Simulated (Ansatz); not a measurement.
Consider the ligand exchange at the Al–C bond: `C/C=[C](\N)[AlH2]` + `BN` → `B[NH][AlH2]` + `C/C=C/N`.

Computed with Ansatz on PBE0-D4/def2-TZVP structures; ΔE is electronic, products minus reactants. CCSD(T)/CBS adds triple-zeta CCSD(T) − MP2 to the extrapolated MP2 energy (def2 sets, frozen cores). This one scheme is used for every species. Double bonds are as drawn, so ΔE can hold a change between cis and trans. Functionals use def2-TZVPP. B3LYP here is the variant with VWN-RPA as its local correlation; programs differ in this. One conformer a species, not always the lowest.

| level | ΔE (kJ/mol) | difference from CCSD(T)/CBS |
| --- | --- | --- |
| B97M-V | -70.6 | 0.4 |
| B3LYP-D4 | -67.9 | 3.1 |
| r2SCAN0-D4 | -69.6 | 1.4 |
| BHLYP-D4 | -73.9 | -2.9 |
| ωB97M-V | -68.9 | 2.1 |
| PBE-QIDH | -70.2 | 0.8 |
| PBE | -61.5 | 9.5 |
| r2SCANh | -69.0 | 2.0 |
| CCSD/def2-TZVPP | -75.9 | -4.9 |
| CCSD/CBS(def2) | -74.6 | -3.6 |
| CCSD(T)/CBS | -71.0 | 0 |

Largest T1 diagnostic among the species: 0.012.

The D4 term adds +4.9 kJ/mol with B3LYP and +2.7 kJ/mol with PBE0; it sums over pairs of atoms, weighted by their polarisabilities, and B3LYP, whose exchange is more repulsive, gets the larger term. From BLYP to BHLYP (50 % exact exchange), in def2-TZVPP and without D4, ΔE moves by −8.1 kJ/mol.
